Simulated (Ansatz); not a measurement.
CH₃ClFOV (`[CH3][V](=[O])([F])[Cl]`). The species carries charge 0 and has multiplicity 1. Geometry: relaxed with PBE0-D4/def2-TZVP.

```xyz
8

C    -1.051   -0.061    0.002
V     0.935    0.013   -0.087
O     1.329   -1.479   -0.191
F     1.343    0.881   -1.518
Cl    1.597    0.864    1.765
H    -1.401   -0.524   -0.924
H    -1.346   -0.663    0.862
H    -1.405    0.968    0.092
```

Task: What is the dipole moment at ωB97M-V/def2-TZVPP? (Best estimate.)

Result: Ansatz gave: 2.12 D, with components (-2.08, 0.33, 0.22) D in this frame, pointing from negative to positive charge.

Task: And with PBE, r2SCAN, B3LYP? (An estimate is asked.)

Result: The calculation gave: PBE 1.81 D, r2SCAN 1.96 D, B3LYP 2.08 D.

Task: Give the Mulliken charges with ωB97M-V, r2SCAN, B3LYP in def2-TZVPP. (An estimate is asked.)

Result: Ansatz gave: 
```csv
atom,ωB97M-V,r2SCAN,B3LYP
C1,-0.45,-0.37,-0.44
V2,0.91,1.02,1.04
O3,-0.38,-0.41,-0.42
F4,-0.34,-0.34,-0.35
Cl5,-0.21,-0.24,-0.24
H6,0.15,0.11,0.13
H7,0.16,0.11,0.14
H8,0.15,0.11,0.14
```

B3LYP here is the variant with VWN-RPA as its local correlation; programs differ in this.
